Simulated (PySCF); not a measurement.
## Ne (neon, neutral) across methods

[He] 2s1 2p6 3s1, high-spin 3S determinant (an excited configuration). Computed with PySCF 2.14 in aug-cc-pVTZ with one added diffuse shell each of s, p, d, f type (6s5p4d3f, 62 functions), with no relativity, point nucleus.

```json
{"method": "PBE", "E (hartree)": "-127.3782", "mean ε 2p α (eV)": "-25.948", "mean ε 2p β (eV)": "-23.830", "mean ε 3s α (eV)": "-2.917", "Σ⟨r²⟩ (bohr²)": "27.33", "⟨S²⟩": "2.001"}
{"method": "TPSS", "E (hartree)": "-127.4610", "mean ε 2p α (eV)": "-26.311", "mean ε 2p β (eV)": "-24.005", "mean ε 3s α (eV)": "-2.873", "Σ⟨r²⟩ (bohr²)": "27.93", "⟨S²⟩": "2.001"}
{"method": "B97-3", "E (hartree)": "-127.3955", "mean ε 2p α (eV)": "-29.463", "mean ε 2p β (eV)": "-26.427", "mean ε 3s α (eV)": "-3.440", "Σ⟨r²⟩ (bohr²)": "27.62", "⟨S²⟩": "2.002"}
{"method": "BHandHLYP", "E (hartree)": "-127.3672", "mean ε 2p α (eV)": "-32.431", "mean ε 2p β (eV)": "-28.304", "mean ε 3s α (eV)": "-3.871", "Σ⟨r²⟩ (bohr²)": "27.25", "⟨S²⟩": "2.003"}
{"method": "PBEsol", "E (hartree)": "-127.0415", "mean ε 2p α (eV)": "-25.896", "mean ε 2p β (eV)": "-23.811", "mean ε 3s α (eV)": "-2.909", "Σ⟨r²⟩ (bohr²)": "27.53", "⟨S²⟩": "2.001"}
{"method": "r2SCAN", "E (hartree)": "-127.3703", "mean ε 2p α (eV)": "-27.058", "mean ε 2p β (eV)": "-24.413", "mean ε 3s α (eV)": "-3.018", "Σ⟨r²⟩ (bohr²)": "27.61", "⟨S²⟩": "2.002"}
{"method": "LDA", "E (hartree)": "-126.7560", "mean ε 2p α (eV)": "-26.050", "mean ε 2p β (eV)": "-24.043", "mean ε 3s α (eV)": "-2.974", "Σ⟨r²⟩ (bohr²)": "27.12", "⟨S²⟩": "2.001"}
{"method": "PBE0", "E (hartree)": "-127.3340", "mean ε 2p α (eV)": "-29.221", "mean ε 2p β (eV)": "-26.131", "mean ε 3s α (eV)": "-3.468", "Σ⟨r²⟩ (bohr²)": "27.57", "⟨S²⟩": "2.001"}
```

Problem. Estimate the same row for UHF.

Solution. E (hartree) = -126.89693; mean ε 2p α (eV) = -38.284; mean ε 2p β (eV) = -31.748; mean ε 3s α (eV) = -4.767; Σ⟨r²⟩ (bohr²) = 28.57; ⟨S²⟩ = 2.006.

The outer electron is Rydberg-like, and this basis confines it to a smaller radius and binds it less than a complete one would.
